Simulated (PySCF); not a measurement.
**Ionisation energy of Pb⁵⁸⁺ by level of theory**

Pb⁵⁸⁺ [Ar] 3d6 (5D) → Pb⁵⁹⁺ [Ar] 3d5 (6S), as a difference of total energies. All numbers are calculated (PySCF 2.14, the spin-free X2C one-electron Hamiltonian (Gaussian nucleus), in an uncontracted even-tempered set (17 s from 16 bohr⁻², ratio 2.5; 13 p from 20 bohr⁻², ratio 2.5; 7 d from 20 bohr⁻², ratio 2.5; 4 f from 78 bohr⁻², ratio 2.7; 3 g from 120 bohr⁻², ratio 2.7)). Correlated levels: outer shells: [Ne] frozen; virtual orbitals above 40 to 60 times the deepest correlated orbital energy dropped. The calculations carry no spin-orbit coupling.

| method | ionisation energy (eV) |
| --- | --- |
| UHF | 6041.8 |
| LDA | 6043.3 |
| PBE | 6045.1 |
| PBE0 | 6044.8 |
| r2SCAN | 6045.5 |
| M06-2X | 6045.8 |
| revPBE | 6045.0 |
| MP2 (outer shells) | 6043.1 |
| SCS-MP2 (outer shells) | 6043.3 |

Spin-orbit coupling is strong in these open shells (close to jj coupling). The scalar numbers leave it out and a first-order estimate fails, so it can dominate the gap to the real levels.

Breit and QED terms and the two-electron picture change are absent.

For comparison: 6015 ± 6 eV (theoretical estimate listed by NIST; NIST Atomic Spectra Database, ionization energies).
